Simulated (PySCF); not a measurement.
Cl₄Hf, triplet, geometry from GFN2-xTB (such geometries of metal compounds can be far from the true shape) (the multiplicity is a formal guess) (core potentials on Hf). Base run: PySCF with DF-CAMB3LYP/def2-SVP.

Here is a job for PySCF.
```python
from pyscf import gto, scf, dft

mol = gto.Mole()
mol.atom = '''
    Hf   -0.000000    0.000000   -0.000000
    Cl    2.048759    0.843790   -0.624674
    Cl    0.974361   -0.754255    1.944565
    Cl   -0.974361    0.754255   -1.944565
    Cl   -2.048759   -0.843790    0.624674
'''
mol.basis = 'def2-svp'
mol.ecp = {'Hf': 'def2-svp'}
mol.charge = 0
mol.spin = 2
mol.verbose = 5
mol.build()

mf = dft.UKS(mol)
mf.xc = 'camb3lyp'
mf = mf.density_fit(auxbasis='def2-universal-jkfit')
mf.kernel()
```

Variants of this job, named by their change:

```
change              basis functions       E (Eh)  HOMO (eV)  core-seconds (rough)
------------------  ---------------  -----------  ---------  --------------------
base                            104  -1888.37233      -7.17                    10
basis = LANL2DZ                   ?            ?          ?                     8
basis = def2-SV(P)               97  -1888.35312      -7.34                    10
basis = def2-SVPD               143  -1888.39425      -7.23                    20
basis = def2-TZVP                 ?            ?          ?                    30
basis = def2-TZVPP              224  -1889.02004      -7.05                    40
basis = def2-TZVPD              227  -1889.01928      -7.08                    40
```

Q: Fill in the missing entries.

A: 
- basis = LANL2DZ, basis functions: 54
- basis = LANL2DZ, E (Eh): -108.66149
- basis = LANL2DZ, HOMO (eV): -8.05
- basis = def2-TZVP, basis functions: 188
- basis = def2-TZVP, E (Eh): -1889.01709
- basis = def2-TZVP, HOMO (eV): -7.07

Totals compare only among sets that treat the same electrons; sets with core potentials leave the core out.

Open shells are given as the SCF converged; they aren't shown to be the lowest states, and a large step between rows can be another state.
